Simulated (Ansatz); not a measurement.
Molecule: sum formula MoO₄H₂, charge 1, multiplicity 2. The spin state was set by rule; other spins were not relaxed. SMILES of the parent species: [O]=[Mo](=[O])([OH])[OH]
Coordinates optimised at B3LYP-D3(BJ)/def2-TZVP (Ansatz, a program for electronic structure):
```
Mo
O 1 1.6656
O 1 1.8109 2 112.87
H 3 0.9716 1 140.29 2 11.83
O 1 1.8109 2 112.87 3 -124.67
H 5 0.9716 1 140.29 2 -11.83
O 1 1.8256 2 100.45 5 -117.66
```
Charge +1, spin multiplicity 2.

Parts of the frozen-core correlation energy in def2-SVPD (Ansatz, hartree). Frozen orbitals: 8; correlated occupied orbitals by spin: 16 and 15; virtual: 118 and 119. Open shells are spin-unrestricted. Spin-orbit coupling is left out. In def2 rows, elements after Kr have scalar-relativistic effective core potentials.

```
term                            value
-------------------------  ----------
reference (HF)             -367.63990
MP2 opposite-spin            -0.67853
MP2 same-spin                -0.28316
CCSD correlation             -0.97307
(T)                          -0.05277
T1 diagnostic                   0.056
largest doubles amplitude       0.047
<S^2> of the reference          1.222
```
